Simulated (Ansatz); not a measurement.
Basis-set series for `N[AsH]N[SiH3]`. Charge 0, multiplicity 1. All single points use the PBE0-D4/def2-TZVP geometry. It is one conformer, not always the lowest.

```json
{"functional": "PBE0-D4", "basis": "def2-SVP", "functions": "113", "energy (Eh)": "-2638.12347", "HOMO (eV)": "-6.96", "LUMO (eV)": "0.30"}
{"functional": "PBE0-D4", "basis": "def2-TZVPP", "functions": "250", "energy (Eh)": "-2638.64376", "HOMO (eV)": "-7.14", "LUMO (eV)": "-0.15"}
{"functional": "ωB97M-V", "basis": "def2-SVP", "functions": "113", "energy (Eh)": "-2638.43695", "HOMO (eV)": "-9.23", "LUMO (eV)": "2.16"}
{"functional": "ωB97M-V", "basis": "def2-TZVPP", "functions": "250", "energy (Eh)": "-2638.96277", "HOMO (eV)": "-9.42", "LUMO (eV)": "1.48"}
```

Task: Give the rows for def2-QZVPP. (Best estimate.)

Result: Computed: 
| functional | basis | functions | energy (Eh) | HOMO (eV) | LUMO (eV) |
| --- | --- | --- | --- | --- | --- |
| PBE0-D4 | def2-QZVPP | 483 | -2638.70967 | -7.18 | -0.34 |
| ωB97M-V | def2-QZVPP | 483 | -2639.02626 | -9.46 | 1.09 |

Positive LUMOs are unbound and depend on the basis. Scalar relativity is left out up to krypton.
